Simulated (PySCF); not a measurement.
# Nonlinear optical response: `[SiH3][Si@@H](N)[GeH3]`, GeH$_{9}$NSi$_{2}$

Geometry:
```
atom   x (Å)   y (Å)   z (Å)
  N1   0.027   1.813   0.904
 Si2  -0.041   0.573  -0.301
 Si3  -1.927  -0.793  -0.274
 Ge4   1.946  -0.634   0.016
  H5  -0.716   2.491   0.959
  H6   0.338   1.577   1.833
  H7   0.055   1.335  -1.557
  H8  -1.891  -1.807  -1.331
  H9  -3.167  -0.031  -0.462
 H10  -2.090  -1.516   0.994
 H11   2.045  -1.371   1.327
 H12   2.163  -1.741  -0.976
 H13   3.253   0.105  -0.029
```

Method: PySCF, quadratic response CAM-B3LYP/def2-SVPD first hyperpolarisability, Taylor convention, gas phase. Geometry: GFN2-xTB.

The calculation is non-relativistic, which matters for the atoms heavier than Zn.

Task: What is the first hyperpolarisability, and how does it disperse?

Result: In au, Taylor convention; the vector part is βᵢ = ⅓ Σⱼ (βᵢⱼⱼ + βⱼᵢⱼ + βⱼⱼᵢ); β∥ is 3/5 of the vector part along the dipole, the dipole points from − to +:
```csv
process,λ (nm),β vector norm,β∥,β HRS,depolarisation ratio
"static β(0;0,0)",∞,259.7,65.1,100.0,6.67
"second harmonic β(−2ω;ω,ω)",1907,271.7,67.7,104.8,6.64
"Pockels β(−ω;ω,0)",1907,263.6,65.9,–,–
"second harmonic β(−2ω;ω,ω)",1064,301.5,74.3,116.7,6.57
"Pockels β(−ω;ω,0)",1064,272.6,67.9,–,–
```

Task: Which lowest excitations, dipole and polarisabilities go with it?

Result: S1 5.55 eV (f = 0.011); S2 6.28 eV (f = 0.077); S3 6.81 eV (f = 0.063); dipole 1.56 D; isotropic α 100.3 au static, 100.6 au at 1907 nm, 101.5 au at 1064 nm, 101.8 au at 953.5 nm, 105.5 au at 532 nm.
